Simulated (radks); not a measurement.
Problem. The mean radii <r> (bohr) of the occupied orbitals of an atom or ion are listed with their occupations. All-electron calculation, non-relativistic Kohn-Sham, exchange-only PBE, spin-polarised, spherical densities, point nucleus. Program: a radial shooting solver on a logarithmic mesh with Libxc functionals.

orbital  occ.      <r>
1s down     1  0.06156
1s up       1  0.06156
2s up       1   0.2828
2s down     1   0.2822
2p up       3   0.2486
2p down     3   0.2479
3s up       1   0.8599
3s down     1   0.8635
3p up       3   0.9063
3p down     3   0.9134
3d up       5    1.136

Name the element and its charge. Open shells, if any, are filled with parallel spins first.

Solution. Z = 25, manganese, charge +2: Mn2+ in [Ar] 3d5. The 1s radius gives Z: for a bare nucleus <r> = 1.5/Z, 0.06 bohr for Z = 25, and screening makes it slightly larger (0.06156 here). The occupations add up to 23, and the charge is Z minus that.
